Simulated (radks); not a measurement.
Spherical quantum dot in the effective-mass picture: electrons in a hard-walled sphere of radius 9.4, with a point charge +1 (a donor) at the centre, all in effective atomic units (hartree* = m*/eps^2 hartree, bohr* = eps/m* bohr), one dielectric constant everywhere. Calculated with a radial shooting solver with Libxc functionals: non-relativistic Kohn-Sham, exchange-only LDA, spin-polarised, spherical densities. Levels are named by radial order and angular momentum (1s, 1p, 1d, 2s, ...), and open shells are averaged over m. Results are scaled to m* = 0.055 and eps = 7.9, for which hartree* = 23.98 meV and bohr* = 7.601 nm. Each electron was tried in the lowest free levels, single moves between levels near the top were tried too, and the lowest total energy was kept; such a search can miss a lower state. At N = 1 the Hartree and exchange-correlation terms need not cancel, so that row can carry a self-interaction error.

N	open shells	2S	E (meV)	mu = E(N) - E(N-1) (meV)	addition energy mu(N+1) - mu(N) (meV)	e(HOMO) (meV)
1	1s(up 1, down 0)	1	-10.9607	-10.961	11.49	-5.9194
2	none	0	-10.4297	0.53094	5.956	2.5282
3	1p(up 1, down 0)	1	-3.94250	6.4872	2.774	7.8049
4	1p(up 2, down 0)	2	5.31829	9.2608	2.996	10.744
5	1p(up 3, down 0)	3	17.5749	12.257	4.161	13.778
6	1p(up 3, down 0) 2s(up 1, down 0)	4	33.9931	16.418	3.461	17.452
7	1p(up 3, down 1) 2s(up 1, down 0)	3	53.8724	19.879	2.719	21.195
8	1p(up 3, down 2) 2s(up 1, down 0)	2	76.4713	22.599	2.874	24.023
9	2s(up 1, down 0)	1	101.944	25.473	4.099	26.930
10	1d(up 1, down 0) 2s(up 1, down 0)	2	131.515	29.571	2.898	31.017
11	1d(up 2, down 0) 2s(up 1, down 0)	3	163.985	32.469	2.913	33.924
12	1d(up 3, down 0) 2s(up 1, down 0)	4	199.367	35.382	2.877	36.842
13	1p(up 3, down 2) 1d(up 5, down 0) 2s(up 1, down 0)	7	237.626	38.259	3.012	39.869
14	1d(up 5, down 0) 2s(up 1, down 0)	6	278.898	41.272	3.945	42.691
15	1d(up 5, down 1) 2s(up 1, down 0)	5	324.114	45.216	2.824	46.624
16	1d(up 5, down 2) 2s(up 1, down 0)	4	372.155	48.041	2.846	49.461
17	1d(up 5, down 3) 2s(up 1, down 0)	3	423.042	50.887	2.859	52.315
18	1d(up 5, down 4) 2s(up 1, down 0)	2	476.788	53.746	2.868	55.179
19	2s(up 1, down 0)	1	533.402	56.614	4.354	58.050
20	2s(up 1, down 0) 1f(up 1, down 0)	2	594.371	60.969	2.853	62.394
21	2s(up 1, down 0) 1f(up 2, down 0)	3	658.192	63.822	2.857	65.250
22	2s(up 1, down 0) 1f(up 3, down 0)	4	724.871	66.679	2.860	68.109
23	2s(up 1, down 0) 1f(up 4, down 0)	5	794.410	69.539	2.862	70.970
24	2s(up 1, down 0) 1f(up 5, down 0)	6	866.812	72.401	2.863	73.833
25	2s(up 1, down 0) 1f(up 6, down 0)	7	942.077	75.265	2.864	76.697
26	2s(up 1, down 0) 1f(up 7, down 0)	8	1020.21	78.129	3.845	79.561
27	2s(up 1, down 0) 1f(up 7, down 1)	7	1102.18	81.974	2.814	83.379
28	2s(up 1, down 0) 1f(up 7, down 2)	6	1186.97	84.788	2.820	86.197
29	2s(up 1, down 0) 1f(up 7, down 3)	5	1274.57	87.607	2.824	89.019
30	2s(up 1, down 0) 1f(up 7, down 4)	4	1365.01	90.432	2.828	91.845
31	2s(up 1, down 0) 1f(up 7, down 5)	3	1458.27	93.259	2.830	94.674
32	2s(up 1, down 0) 1f(up 7, down 6)	2	1554.35	96.090	2.832	97.505
33	2s(up 1, down 0)	1	1653.28	98.922	4.612	100.34
34	2s(up 1, down 0) 1g(up 1, down 0)	2	1756.81	103.53	2.820	104.94
35	2s(up 1, down 0) 1g(up 2, down 0)	3	1863.16	106.35	2.821	107.76
36	2s(up 1, down 0) 1g(up 3, down 0)	4	1972.34	109.18	2.823	110.59
37	2s(up 1, down 0) 1g(up 4, down 0)	5	2084.34	112.00	2.823	113.41
38	2s(up 1, down 0) 1g(up 5, down 0)	6	2199.16	114.82	-	116.23

All shells are closed at N = 2 (there: 1s2); the second difference of the energy has clear peaks (12 % above both neighbours; the first and last values, which can be the largest, are not judged, and half-filled shells can peak too) at N = 5, 9, 14, 19, 26, 33.
